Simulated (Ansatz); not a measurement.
Molecule: AlCl, charge 0, multiplicity 1. 
Structure (B3LYP-D3(BJ)/def2-TZVP (Ansatz, a quantum-chemistry and plane-wave program) minimum search):
```xyz
2

Al     0.0000     0.0000    -1.2241
Cl     0.0000     0.0000     0.9361
```
Charge 0, spin multiplicity 1.

Atomisation energy built up term by term with Ansatz (kcal/mol; UHF references for open shells; valence terms freeze the core; atomic spin-orbit terms are left out). Basis-set limits of correlation are two-point, X^-3; Hartree-Fock from the larger set (for Q and 5 zeta extrapolated as (X+1)exp(-9√X)).

```csv
term,basis,kcal/mol
Hartree-Fock,"CBS(cc-pV(Q+d)Z,cc-pV(5+d)Z)",…
CCSD correlation,"CBS(cc-pV(Q+d)Z,cc-pV(5+d)Z)",26.75
(T),"CBS(cc-pV(Q+d)Z,cc-pV(5+d)Z)",…
CCSDT - CCSD(T),cc-pV(D+d)Z,-0.03
core correlation,cc-pwCVTZ,0.25
scalar relativity (X2C),cc-pVTZ-DK against cc-pVTZ,-0.23
sum: De,,…
```

**Question.** Complete the blanks.

**Answer.** 
- Hartree-Fock, kcal/mol: 92.53
- (T), kcal/mol: 3.25
- sum: De, kcal/mol: 122.5
